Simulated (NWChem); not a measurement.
Species: CH₃AlCl₂; SMILES [Al]([Cl])([CH3])[Cl]

```xyz
7

Al     0.3430    -0.0006     0.0075
Cl    -0.7653    -1.7998    -0.0011
Cl    -0.7768     1.7917    -0.0011
C      2.2857     0.0130    -0.0009
H      2.6841     0.8361     0.6260
H      2.6540     0.1803    -1.0354
H      2.7046    -0.9489     0.3553
```
Atoms are numbered in this order, from 1.

Program: NWChem. Pople sets run with spherical d functions. Geometry: optimised at PBE-D3(BJ)/def2-SVP. Ions are spin-unrestricted doublets at the neutral geometry; other ion states weren't tried.

| level | −ε(HOMO) (eV) |
|---|---|
| B3LYP/6-31G* | 8.57 |
| PBE/6-31G* | 7.51 |
| CAM-B3LYP/6-31G* | 10.18 |
| Hartree-Fock/6-31G* | ___ |
| LDA (Slater exchange, VWN5)/6-31G* | 7.61 |

### Question
Some entries are withheld; supply them.

### Answer

- Hartree-Fock/6-31G*, −ε(HOMO) (eV): 12.03
